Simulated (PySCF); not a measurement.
Se(F)(NMe2) (C2H6FNSe), SMILES F[Se]N(C)C.

The structure is a stationary point at ωB97X-D3(BJ)/def2-SVP. The structure was generated by enumeration, and PubChem lists no compound with its InChIKey, so it may never have been made. Other conformers were not sampled.

Computed with PySCF with PBE/def2-TZVP.

Symmetry labels are those of the subgroup Cs that the program uses (full group Cs).

Computed valence orbital energies around the gap with their symmetry:
```csv
orbital,symmetry,energy (eV)
HOMO−7,A',-10.33
HOMO−6,A",-9.94
HOMO−5,A',-9.59
HOMO−4,A",-9.44
HOMO−3,A",-9.19
HOMO−2,A',-8.32
HOMO−1,A',-6.27
HOMO,A",-5.17
LUMO,A',-1.94
LUMO+1,A',-0.57
LUMO+2,A',0.35
LUMO+3,A",1.51
```
